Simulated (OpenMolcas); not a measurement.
Cu4+ in a point-charge field

Cu4+ among 6 point charges of -1.1 e arranged as a tetragonal octahedron (D4h), 2.03 Å from the ion, with the axial distance 2.233 Å.
```
   2.0300    0.0000    0.0000  -1.10
   0.0000    2.0300    0.0000  -1.10
  -2.0300    0.0000    0.0000  -1.10
   0.0000   -2.0300    0.0000  -1.10
   0.0000    0.0000    2.2330  -1.10
   0.0000    0.0000   -2.2330  -1.10
```

```
Program             : OpenMolcas 26.06
Method              : SS-CASPT2, IPEA 0.25 Eh, imaginary shift 0.1 Eh (closed shells correlated: 3s 3p)
Basis               : ANO-RCC-VDZP [5s4p2d1f]
Scalar Hamiltonian  : DKH2, point nucleus
Active space        : 7 electrons in 5 orbitals (3d)
State averaging     : 2S+1 = 4 even, 10 roots; 2S+1 = 2 even, 40 roots
Spin-orbit coupling : state interaction with AMFI integrals over the reference wave functions
```

The lowest spin-free states (labels of D4, the rotations of D4h), above the lowest:

```tsv
State	Degeneracy	E (cm-1)	Free-ion L (%)
4A2	1	0	F (100)
4E	2	660	F (100)
4E	2	1010	F (100)
4B2	1	1350	F (100)
4B1	1	2510	F (100)
4E	2	21430	P (100)
2A1	1	22750	G (98)
2A2	1	22750	G (99)
2E	2	22870	G (100)
4A2	1	22880	P (100)
2B2	1	22970	G (100)
2B1	1	23090	G (99)
2E	2	23160	G (99)
2A1	1	23220	G (100)
2A2	1	28600	P (60)
2E	2	28750	P (66)
2A2	1	29600	H (72)
2E	2	30360	H (82)
2A1	1	30950	H (98)
2A1	1	31150	D (99)
```

The lowest levels with spin-orbit coupling:

```tsv
E (cm-1)	Degeneracy	Label	2S+1	g
0	2	E1/2	4	1.65 6.60 6.60
240	2	E3/2	4	2.04 2.04 4.37
520	2	E1/2	4	0.24 0.24 11.81
830	2	E3/2	4	1.39 1.39 6.36
1000	2	E1/2	4	0.19 0.19 8.29
2040	2	E3/2	4	1.27 2.53 2.53
2230	2	E1/2	4	0.78 4.78 4.78
2390	2	E3/2	4	2.66 2.85 2.85
2590	2	E1/2	4	0.02 0.02 8.27
3300	2	E3/2	4	0.77 0.92 0.92
3350	2	E1/2	4	2.33 2.72 2.72
3760	2	E3/2	4	2.08 2.08 3.81
4760	2	E3/2	4	0.41 1.49 1.49
4770	2	E1/2	4	0.48 0.48 2.00
22150	2	E3/2	4	0.08 0.08 7.99
22290	2	E3/2	4	0.08 0.08 4.03
22470	2	E1/2	4	0.26 0.84 0.84
22780	2	E1/2	4	1.62 1.62 3.56
23250	2	E1/2	2	2.70 2.70 4.43
23350	2	E1/2	2	2.41 2.41 6.80
```

Powder χT (cm3 K/mol): 2.84 at 2 K, 2.96 at 10 K, 3.54 at 50 K, 4.15 at 100 K, 4.73 at 200 K, 4.96 at 300 K. The effective moment at 300 K is 2.828 √(χT) = 6.30 μB.

The lowest level has 2S+1 = 4, for which the spin-only value is χT = S(S+1) / 2 = 1.875 cm3 K/mol (g = 2). The computed 4.962 at 300 K differs by +3.087, through orbital momentum, spin-orbit coupling and any other state in reach.

Spin-orbit coupling mixes the spin-free states strongly: the lowest level takes only 60 % from its leading state, 4A2. Point charges give a weaker field than real ligands, and real ions of this kind are often low spin; the high spin found here belongs to the model. The ground term spreads over less than 5000 cm-1, several times less than with real ligands, so orbital moments are less quenched and χT lies further from the spin-only value than at real sites. Free-ion shares, where given, are those of the reference states; single-state CASPT2 does not remix them. This is an electrostatic model: the charges have no orbitals. No measured value stands beside these numbers.
